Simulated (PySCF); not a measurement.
arsenic trifluoride (AsF3), SMILES [As](F)(F)F. Geometry optimised at ωB97X-D3(BJ)/def2-SVP.

### Question
Give the equilibrium geometry at ωB97X-D3(BJ)/def2-SVP (PySCF confirms it by a frequency run) as Cartesian coordinates in Å, and its point group. (Estimate from the structure and the level; the computed values follow.)

### Answer
point group C3v.
```xyz
4

F      1.2816    -0.7399    -0.4878
As     0.0000     0.0000     0.3991
F      0.0000     1.4798    -0.4878
F     -1.2816    -0.7399    -0.4878
```
Charge 0, spin multiplicity 1.
